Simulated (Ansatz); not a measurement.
Single points on Cs5⁺.

```yaml
crystal:
  periodic: [false, false, false]
  atoms:
    - {symbol: Cs, position_ang: [-2.454959, -2.052297, 3.232841]}
    - {symbol: Cs, position_ang: [-5.927881, 0.056912, 0.080897]}
    - {symbol: Cs, position_ang: [4.563482, 1.773966, -3.445058]}
    - {symbol: Cs, position_ang: [-0.489361, 0.707883, -1.005545]}
    - {symbol: Cs, position_ang: [4.308719, -0.486464, 1.136875]}
basis:
  gaussian: {orbitals: def2-TZVP, initial_orbitals: start.molden}
total_charge: 1
magnetization: {spin_polarized: true, initial_magnetization: 0}
hamiltonian: {xc: pbe}
scf: {omitted_lower_state_checks: [starts]}
output: {orbitals: {seedname: orbitals}}
```

The file start.molden holds the orbitals of an earlier run on this structure, at another level or in another basis.

```sh
$ ansatz run in.yaml --threads 4 --pin off --events-out ev --progress --plain --max-ram 3916MiB
```

Output, abridged:

```
Functional definition: PBE
  name "PBE"
  cite "Perdew, Burke & Ernzerhof, Phys. Rev. Lett. 77, 3865 (1996) doi:10.1103/PhysRevLett.77.3865"
  parent pbe
  parameter kappa = 0.804
  parameter beta = 0.06672455060314922
  exchange = pbe_x(kappa = kappa, mu = beta*pi^2/3)
  correlation = pbe_c(beta = beta)
these checks for a lower state are left out or cut short: starts
1590 factors; their error is unknown
mean field evaluation 1: about -2739.7519 eV, gradient 2.0e0 eV
mean field evaluation 2: about -2739.7928 eV, gradient 7.0e-2 eV
mean field evaluation 4: about -2739.7790 eV, gradient 6.9e-4 eV
mean field evaluation 8: about -2739.7790 eV, gradient 2.4e-5 eV
mean field -2739.77899592 eV, -100.6850210111 hartree, gradient 9.2e-6 eV, S^2 0.000000; 0 other end points of the search recorded, 0 dependent functions left out
reference -2739.77908764 eV, -100.6850243818 hartree; 22, 22 occupied and 123, 123 virtual orbitals, 1590 factors
Total energy: -2739.77908764 eV, -100.6850243818 hartree
Checks for a lower state left out: starts
```

Run time 7.5 s (4 threads of Arm Neoverse V2 on a shared host).

The first input with `hamiltonian: {xc: r2scan}` (abridged; 98 s):

```
Functional definition: r2SCAN
mean field evaluation 16: about -2739.6805 eV, gradient 1.6e-1 eV
mean field evaluation 32: about -2739.7267 eV, gradient 2.4e-5 eV
mean field -2739.72670828 eV, -100.6830994759 hartree, gradient 5.8e-6 eV, S^2 0.666444; 3 other end points of the search recorded, 0 dependent functions left out
Total energy: -2739.72681038 eV, -100.6831032281 hartree
Checks for a lower state left out: starts
```

The first input with `hamiltonian: {xc: pbe0}` and without the key `scf` (abridged; 32 s):

```
Functional definition: PBE0
mean field evaluation 16: about -2738.6915 eV, gradient 9.7e-2 eV
mean field evaluation 32: about -2738.0564 eV, gradient 2.4e0 eV
mean field evaluation 64: about -2738.6699 eV, gradient 5.0e-1 eV
mean field -2738.69872275 eV, -100.6453217043 hartree, gradient 8.7e-6 eV, S^2 0.000000; 8 other end points of the search recorded, 0 dependent functions left out
Total energy: -2738.69878936 eV, -100.6453241523 hartree
```

Geometry: r2SCAN/def2-TZVP, that of the charge +1 singlet.

In the def2 sets Cs takes a core potential; there is no spin–orbit coupling. At r2SCAN/def2-TZVP the unrestricted singlet has broken spin symmetry (⟨S²⟩ up to 0.67). The structure comes from a short search, and lower isomers may exist.
